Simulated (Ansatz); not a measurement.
Program: Ansatz. Geometries: PBE0-D4/def2-TZVP. ΔE: electronic, gas phase. CCSD(T)/CBS adds triple-zeta CCSD(T) − MP2 to the extrapolated MP2 energy (def2 sets, frozen cores). This one scheme is used for every species. DFT in def2-TZVPP. B3LYP here is the variant with VWN-RPA as its local correlation; programs differ in this. One conformer a species, not always the lowest.

`OC/C=C/Cl` + `CB(O)S` → `CB(O)SCO` + `C=CCl`  (substitution at a C–C bond)

```tsv
level	ΔE (kcal/mol)
B3LYP	4.6
SCS-MP2/def2-QZVPP	4.3
```

Problem. What does CCSD(T)/CBS give? (Estimate.)

Solution. The calculation gave: +3.8 kcal/mol. The listed levels differ from it by 0.8, 0.5 kcal/mol.

Largest T1 diagnostic among the species: 0.012.

From PBE to PBE0 (25 % exact exchange), in def2-TZVPP and without D4, ΔE moves by +0.8 kcal/mol. In def2-TZVPP, CCSD(T) changes the Hartree–Fock value by −2.1 kcal/mol (the triples alone add −0.6 kcal/mol) and MP2 by −2.3 kcal/mol. The D4 term adds −1.0 kcal/mol with B3LYP and −0.6 kcal/mol with PBE0; it sums over pairs of atoms, weighted by their polarisabilities, and B3LYP, whose exchange is more repulsive, gets the larger term.
